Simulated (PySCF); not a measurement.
C₆H₈, SMILES C([C@H](C)C=C)#C. Heavy atoms are numbered as in [CH:1]#[C:2][C@H:3]([CH3:4])[CH:5]=[CH2:6]. Hydrogens are named by the atom that carries them.

Coordinates come from a PBE0-D3(BJ)/def2-SVP optimisation. The structure was generated by enumeration; whether it is a known compound was not checked. Other conformers were not sampled.

Method: PBE0/pcSseg-1 (PySCF).

GIAO shieldings, no solvent; atoms alike by connectivity are averaged. δ = σ(ref) − σ: ¹³C against TMS (σ = 186.3 ppm); ¹H against TMS (σ = 31.56 ppm), references at their B3LYP-D3(BJ)/def2-TZVP geometries, non-relativistic.

| nucleus | atoms | count | δ (ppm) |
|---|---|---|---|
| ¹³C | C5 (CH) | 1 | 152.1 |
| ¹³C | C6 (CH2) | 1 | 124.3 |
| ¹³C | C2 | 1 | 91.2 |
| ¹³C | C1 (CH) | 1 | 78.1 |
| ¹³C | C3 (CH) | 1 | 36.4 |
| ¹³C | C4 (CH3) | 1 | 26.3 |
| ¹H | H on C5 | 1 | 6.19 |
| ¹H | H on C6 | 2 | 5.57 |
| ¹H | H on C3 | 1 | 3.14 |
| ¹H | H on C1 | 1 | 2.32 |
| ¹H | H on C4 | 3 | 1.51 |
